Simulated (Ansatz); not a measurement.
Geometry optimisation, Ansatz, RKS PBE/def2-SVP.

The input (input.yaml):

```yaml
crystal:
  periodic: [false, false, false]
  atoms:
    - { symbol: Ti, position_ang: [-0.545335, 0.012699, -0.39644] }
    - { symbol: Cl, position_ang: [0.004085, 0.989059, 2.991382] }
    - { symbol: Cl, position_ang: [1.381742, -0.951285, -0.047147] }
    - { symbol: Cl, position_ang: [-0.488605, 2.157733, -0.789285] }
    - { symbol: Cl, position_ang: [-1.589067, -1.020912, -2.161341] }
    - { symbol: O, position_ang: [-1.885669, -0.47903, 0.763894] }
    - { symbol: Al, position_ang: [-3.186476, -1.352929, -0.183879] }
    - { symbol: H, position_ang: [-3.183532, -2.932158, 0.018284] }
    - { symbol: H, position_ang: [-4.425228, -0.436795, -0.58515] }
    - { symbol: H, position_ang: [-1.088315, 0.275419, 2.679182] }
basis:
  gaussian: { orbitals: def2-SVP }
hamiltonian:
  xc: pbe
relax:
  f_tol: 0.03
  max_steps: 50
output:
  orbitals: {}
```

Command:

```bash
$ ansatz run input.yaml --threads 4 --pin off --max-ram 5120MiB --backend cpu --events-out ev --progress --plain --runs-dir out
```

Question: Where does it end, and by what steps?

Answer: The run converged. After 10 steps the energy has fallen by 0.204 eV; Cl2 moved furthest, 0.41 Å. Joined: Ti1–Cl2 (3.57 → 2.98 Å).

```json
{"step": "0", "energy less start (eV)": "0.0000", "largest force component (eV/Å)": "1.752", "accepted": "yes"}
{"step": "1", "energy less start (eV)": "-0.1426", "largest force component (eV/Å)": "0.816", "accepted": "yes"}
{"step": "2", "energy less start (eV)": "-0.1563", "largest force component (eV/Å)": "0.332", "accepted": "yes"}
{"step": "3", "energy less start (eV)": "-0.1729", "largest force component (eV/Å)": "0.475", "accepted": "yes"}
{"step": "4", "energy less start (eV)": "-0.1752", "largest force component (eV/Å)": "0.410", "accepted": "yes"}
{"step": "5", "energy less start (eV)": "-0.1867", "largest force component (eV/Å)": "0.321", "accepted": "yes"}
{"step": "6", "energy less start (eV)": "-0.2006", "largest force component (eV/Å)": "0.063", "accepted": "yes"}
{"step": "7", "energy less start (eV)": "-0.2008", "largest force component (eV/Å)": "0.243", "accepted": "yes"}
{"step": "8", "energy less start (eV)": "-0.2031", "largest force component (eV/Å)": "0.064", "accepted": "yes"}
{"step": "9", "energy less start (eV)": "-0.2027", "largest force component (eV/Å)": "0.064", "accepted": "no"}
{"step": "10", "energy less start (eV)": "-0.2038", "largest force component (eV/Å)": "0.013", "accepted": "yes"}
```

```xyz
10
Properties=species:S:1:pos:R:3
Ti -0.567 0.046 -0.173
Cl 0.061 0.979 2.590
Cl 1.291 -1.117 0.026
Cl -0.508 2.187 -0.682
Cl -1.582 -0.913 -2.077
O -1.910 -0.481 0.777
Al -3.153 -1.379 -0.273
H -3.105 -2.953 -0.042
H -4.439 -0.491 -0.569
H -1.093 0.383 2.711
```

Whether the end is a true minimum wasn't checked by a vibrational analysis.

Run time: 33 s on 4 threads of Arm Neoverse V2, on a shared host, peak memory 0.27 GiB.
